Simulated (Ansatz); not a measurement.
Basis-set series for C₃H₁₁InS, SMILES `[CH3][In-]([CH3])([CH3])[SH2+]`. Charge 0, multiplicity 1. In takes the def2 core potential. The structure was optimised at the PBE0-D4/def2-TZVP level. It is one conformer, not always the lowest.

```tsv
functional	basis	functions	energy (Eh)	HOMO (eV)	LUMO (eV)
PBE0-D4	def2-SVP	141	-708.74535	-6.61	0.29
PBE0-D4	def2-QZVPP	653	-709.05111	-6.72	-0.33
ωB97M-V	def2-SVP	141	-708.85716	-8.81	1.93
ωB97M-V	def2-QZVPP	653	-709.17203	-8.91	0.87
```

(1) Give the rows for def2-TZVPP. (Estimate.)

Results:

(1) The calculation gave: 
| functional | basis | functions | energy (Eh) | HOMO (eV) | LUMO (eV) |
| --- | --- | --- | --- | --- | --- |
| PBE0-D4 | def2-TZVPP | 339 | -709.02971 | -6.70 | -0.23 |
| ωB97M-V | def2-TZVPP | 339 | -709.15121 | -8.90 | 1.26 |

Positive LUMOs are unbound and depend on the basis.

Program: Ansatz 0.2.0.
